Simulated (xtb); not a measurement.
xtb input for C18H38, SMILES CCCCCCCCCCCCCCCCCC, GFN2-xTB. 

```
$ xtb mol.xyz --gfn 2 --sp --chrg 0 --uhf 0 --json
$ cat mol.xyz
56

C     -3.69666623   -10.07515454     0.85647379
C     -2.67415708    -9.12364846     0.24747007
C     -2.89727782    -7.68260175     0.69959930
C     -1.88123754    -6.72276849     0.08564037
C     -2.09280633    -5.28511788     0.55356689
C     -1.07691823    -4.32494579    -0.06020702
C     -1.28585643    -2.88917538     0.41446335
C     -0.27012831    -1.92641616    -0.19556005
C     -0.48647535    -0.49159860     0.27867563
C      0.52862512     0.47574587    -0.32494376
C      0.30443449     1.90898985     0.15048305
C      1.31902635     2.88107526    -0.44619820
C      1.08851261     4.31261498     0.03153475
C      2.10055935     5.28912001    -0.56238453
C      1.86624575     6.71903202    -0.08139569
C      2.87552992     7.69896560    -0.67414890
C      2.63928699     9.12864228    -0.19314698
C      3.64719659    10.10309302    -0.78995456
H     -4.70483557    -9.78953255     0.56358528
H     -3.51830438   -11.09496858     0.52314478
H     -3.63799184   -10.05365853     1.94264595
H     -1.66859362    -9.43944568     0.53503899
H     -2.73635345    -9.17308773    -0.84216592
H     -2.82841935    -7.63244216     1.78896506
H     -3.90567479    -7.36900182     0.41872398
H     -1.95922893    -6.76285051    -1.00354902
H     -0.87233136    -7.04472013     0.35503730
H     -2.01360705    -5.24527246     1.64266958
H     -3.10179332    -4.96272450     0.28524754
H     -0.06771989    -4.64946371     0.20472234
H     -1.15862021    -4.36072769    -1.14924781
H     -1.20592156    -2.85454919     1.50366286
H     -2.29474486    -2.56475991     0.14842141
H     -0.34728351    -1.96231913    -1.28486031
H      0.73893426    -2.24763961     0.07362655
H     -0.41270186    -0.45732489     1.36831750
H     -1.49509427    -0.17074090     0.00729310
H      1.53758926     0.15797050    -0.05135807
H      0.45703165     0.44123445    -1.41468230
H      0.37231590     1.94157842     1.24055599
H     -0.70404622     2.22630618    -0.12561280
H      2.32771314     2.56570496    -0.16887418
H      1.25221501     2.84893593    -1.53630996
H      0.07929044     4.62675551    -0.24546136
H      1.15472382     4.34359218     1.12178268
H      3.10998302     4.97578453    -0.28527228
H      2.03434934     5.25893666    -1.65266855
H      1.93246345     6.74831267     1.00900234
H      0.85600498     7.03084306    -0.35766197
H      3.88590655     7.38814441    -0.39747859
H      2.80914207     7.67028725    -1.76447229
H      2.70799634     9.15774583     0.89678666
H      1.62844371     9.43853512    -0.46832260
H      4.66038848     9.82272634    -0.50990268
H      3.46047979    11.11413249    -0.43521634
H      3.58093236    10.10259176    -1.87591789
```

Output:

```
[...]
         :::::::::::::::::::::::::::::::::::::::::::::::::::::
         :: total energy             -57.966702553188 Eh    ::
         :: gradient norm              0.000229910751 Eh/a0 ::
         :: HOMO-LUMO gap             11.773059100960 eV    ::
         ::.................................................::
         :: SCC energy               -58.831533031598 Eh    ::
         :: -> isotropic ES            0.009380101554 Eh    ::
         :: -> anisotropic ES          0.018192549904 Eh    ::
         :: -> anisotropic XC          0.034805645682 Eh    ::
         :: -> dispersion             -0.037059571466 Eh    ::
         :: repulsion energy           0.864830478409 Eh    ::
         :: add. restraining           0.000000000000 Eh    ::
         :: total charge              -0.000000000000 e     ::
         :::::::::::::::::::::::::::::::::::::::::::::::::::::

           -------------------------------------------------
          |                Property Printout                |
           -------------------------------------------------

    * Orbital Energies and Occupations

         #    Occupation            Energy/Eh            Energy/eV
      -------------------------------------------------------------
         1        2.0000           -0.6234912             -16.9661
       ...           ...                  ...                  ...
        43        2.0000           -0.4324783             -11.7683
        44        2.0000           -0.4292940             -11.6817
        45        2.0000           -0.4286030             -11.6629
        46        2.0000           -0.4268082             -11.6140
        47        2.0000           -0.4256057             -11.5813
        48        2.0000           -0.4233673             -11.5204
        49        2.0000           -0.4194164             -11.4129
        50        2.0000           -0.4176627             -11.3652
        51        2.0000           -0.4172347             -11.3535
        52        2.0000           -0.4166565             -11.3378
        53        2.0000           -0.4163284             -11.3289
        54        2.0000           -0.4163202             -11.3286
        55        2.0000           -0.4060244             -11.0485 (HOMO)
        56                          0.0266275               0.7246 (LUMO)
        57                          0.0492920               1.3413
        58                          0.0824758               2.2443
        59                          0.0989065               2.6914
        60                          0.1061467               2.8884
        61                          0.1120538               3.0491
        62                          0.1121196               3.0509
        63                          0.1148183               3.1244
        64                          0.1157656               3.1501
        65                          0.1177758               3.2048
        66                          0.1214787               3.3056
       ...                                ...                  ...
       110                          0.3280767               8.9274
      -------------------------------------------------------------
                  HL-Gap            0.4326520 Eh           11.7731 eV
             Fermi-level           -0.1896984 Eh           -5.1620 eV

     #   Z          covCN         q      C6AA      α(0)
     1   6 C        3.752    -0.102    22.510     6.766
     2   6 C        3.801    -0.053    21.523     6.605
     3   6 C        3.803    -0.059    21.634     6.622
     4   6 C        3.803    -0.058    21.623     6.620
     5   6 C        3.803    -0.058    21.619     6.620
     6   6 C        3.803    -0.058    21.621     6.620
     7   6 C        3.803    -0.058    21.622     6.620
     8   6 C        3.803    -0.058    21.621     6.620
     9   6 C        3.803    -0.058    21.622     6.620
    10   6 C        3.803    -0.058    21.621     6.620
    11   6 C        3.803    -0.058    21.622     6.620
    12   6 C        3.803    -0.058    21.621     6.620
    13   6 C        3.803    -0.058    21.621     6.620
    14   6 C        3.803    -0.058    21.618     6.620
    15   6 C        3.803    -0.058    21.623     6.620
    16   6 C        3.803    -0.059    21.634     6.622
    17   6 C        3.801    -0.053    21.524     6.605
    18   6 C        3.752    -0.102    22.510     6.766
    19   1 H        0.925     0.033     2.542     2.493
    20   1 H        0.925     0.033     2.550     2.497
    21   1 H        0.925     0.033     2.541     2.493
    22   1 H        0.924     0.028     2.608     2.526
    23   1 H        0.924     0.028     2.608     2.525
    24   1 H        0.924     0.030     2.590     2.517
    25   1 H        0.924     0.030     2.590     2.517
    26   1 H        0.924     0.029     2.607     2.525
    27   1 H        0.924     0.029     2.606     2.525
    28   1 H        0.924     0.029     2.600     2.521
    29   1 H        0.924     0.029     2.600     2.522
    30   1 H        0.924     0.029     2.600     2.521
    31   1 H        0.924     0.029     2.600     2.522
    32   1 H        0.924     0.029     2.599     2.521
    33   1 H        0.924     0.029     2.599     2.521
    34   1 H        0.924     0.029     2.599     2.521
    35   1 H        0.924     0.029     2.599     2.521
    36   1 H        0.924     0.029     2.598     2.521
    37   1 H        0.924     0.029     2.598     2.521
    38   1 H        0.924     0.029     2.599     2.521
    39   1 H        0.924     0.029     2.599     2.521
    40   1 H        0.924     0.029     2.599     2.521
    41   1 H        0.924     0.029     2.599     2.521
    42   1 H        0.924     0.029     2.599     2.521
    43   1 H        0.924     0.029     2.599     2.521
    44   1 H        0.924     0.029     2.600     2.521
    45   1 H        0.924     0.029     2.600     2.522
    46   1 H        0.924     0.029     2.600     2.522
    47   1 H        0.924     0.029     2.600     2.521
    48   1 H        0.924     0.029     2.607     2.525
    49   1 H        0.924     0.029     2.607     2.525
    50   1 H        0.924     0.030     2.590     2.517
    51   1 H        0.924     0.030     2.590     2.517
    52   1 H        0.924     0.028     2.608     2.526
    53   1 H        0.924     0.028     2.608     2.525
    54   1 H        0.925     0.033     2.541     2.493
    55   1 H        0.925     0.033     2.550     2.497
    56   1 H        0.925     0.033     2.541     2.493

 Mol. C6AA /au·bohr⁶  :      20970.769956
 Mol. C8AA /au·bohr⁸  :     439293.123057
 Mol. α(0) /au        :        215.083597


Wiberg/Mayer (AO) data.
largest (>0.10) Wiberg bond orders for each atom

 ---------------------------------------------------------------------------
     #   Z sym  total        # sym  WBO       # sym  WBO       # sym  WBO
 ---------------------------------------------------------------------------
     1   6 C    3.997 --     2 C    1.019    19 H    0.988    21 H    0.988
                            20 H    0.988
     2   6 C    3.998 --     1 C    1.019     3 C    1.008    22 H    0.979
                            23 H    0.979
     3   6 C    3.997 --     2 C    1.008     4 C    1.007    25 H    0.978
                            24 H    0.977
     4   6 C    3.997 --     3 C    1.007     5 C    1.007    26 H    0.978
                            27 H    0.977
     5   6 C    3.997 --     4 C    1.007     6 C    1.007    29 H    0.978
                            28 H    0.977
     6   6 C    3.997 --     7 C    1.007     5 C    1.007    31 H    0.978
                            30 H    0.978
     7   6 C    3.997 --     6 C    1.007     8 C    1.007    33 H    0.977
                            32 H    0.977
     8   6 C    3.997 --     9 C    1.007     7 C    1.007    35 H    0.978
                            34 H    0.978
     9   6 C    3.997 --     8 C    1.007    10 C    1.007    37 H    0.977
                            36 H    0.977
    10   6 C    3.997 --    11 C    1.007     9 C    1.007    39 H    0.978
                            38 H    0.978
    11   6 C    3.997 --    12 C    1.007    10 C    1.007    41 H    0.977
                            40 H    0.977
    12   6 C    3.997 --    11 C    1.007    13 C    1.007    42 H    0.978
                            43 H    0.978
    13   6 C    3.997 --    14 C    1.007    12 C    1.007    45 H    0.977
                            44 H    0.977
    14   6 C    3.997 --    15 C    1.007    13 C    1.007    46 H    0.978
                            47 H    0.978
    15   6 C    3.997 --    16 C    1.007    14 C    1.007    48 H    0.978
                            49 H    0.978
    16   6 C    3.997 --    17 C    1.008    15 C    1.007    50 H    0.978
                            51 H    0.978
    17   6 C    3.998 --    18 C    1.019    16 C    1.008    52 H    0.979
                            53 H    0.979
    18   6 C    3.997 --    17 C    1.019    54 H    0.988    56 H    0.988
                            55 H    0.988
    19   1 H    0.999 --     1 C    0.988
    20   1 H    0.999 --     1 C    0.988
    21   1 H    0.999 --     1 C    0.988
    22   1 H    0.999 --     2 C    0.979
    23   1 H    0.999 --     2 C    0.979
    24   1 H    0.999 --     3 C    0.977
    25   1 H    0.999 --     3 C    0.978
    26   1 H    0.999 --     4 C    0.978
    27   1 H    0.999 --     4 C    0.977
    28   1 H    0.999 --     5 C    0.977
    29   1 H    0.999 --     5 C    0.978
    30   1 H    0.999 --     6 C    0.978
    31   1 H    0.999 --     6 C    0.978
    32   1 H    0.999 --     7 C    0.977
    33   1 H    0.999 --     7 C    0.977
    34   1 H    0.999 --     8 C    0.978
    35   1 H    0.999 --     8 C    0.978
    36   1 H    0.999 --     9 C    0.977
    37   1 H    0.999 --     9 C    0.977
    38   1 H    0.999 --    10 C    0.978
    39   1 H    0.999 --    10 C    0.978
    40   1 H    0.999 --    11 C    0.977
    41   1 H    0.999 --    11 C    0.977
    42   1 H    0.999 --    12 C    0.978
    43   1 H    0.999 --    12 C    0.978
    44   1 H    0.999 --    13 C    0.977
    45   1 H    0.999 --    13 C    0.977
    46   1 H    0.999 --    14 C    0.978
    47   1 H    0.999 --    14 C    0.978
    48   1 H    0.999 --    15 C    0.978
    49   1 H    0.999 --    15 C    0.978
    50   1 H    0.999 --    16 C    0.978
    51   1 H    0.999 --    16 C    0.978
    52   1 H    0.999 --    17 C    0.979
    53   1 H    0.999 --    17 C    0.979
    54   1 H    0.999 --    18 C    0.988
Note: The following floating-point exceptions are signalling: IEEE_UNDERFLOW_FLAG IEEE_DENORMAL
normal termination of xtb
    55   1 H    0.999 --    18 C    0.988
    56   1 H    0.999 --    18 C    0.988
 ---------------------------------------------------------------------------

Topologies differ in total number of bonds
Writing topology from bond orders to xtbtopo.mol

molecular dipole:
                 x           y           z       tot (Debye)
 q only:       -0.001       0.000       0.001
   full:       -0.001       0.001       0.001       0.005
molecular quadrupole (traceless):
                xx          xy          yy          xz          yz          zz
 q only:       -0.282       0.832       1.098      -0.603      -0.181      -0.816
  q+dip:        1.321      -2.122      -4.382       2.649      -0.307       3.061
   full:        0.545      -0.731      -1.779       1.162      -0.248       1.234


           -------------------------------------------------
          | TOTAL ENERGY              -57.966702553188 Eh   |
          | GRADIENT NORM               0.000229910751 Eh/α |
          | HOMO-LUMO GAP              11.773059100960 eV   |
           -------------------------------------------------

------------------------------------------------------------------------
------------------------------------------------------------------------
 total:
 SCF:
```

Self-consistency was reached.
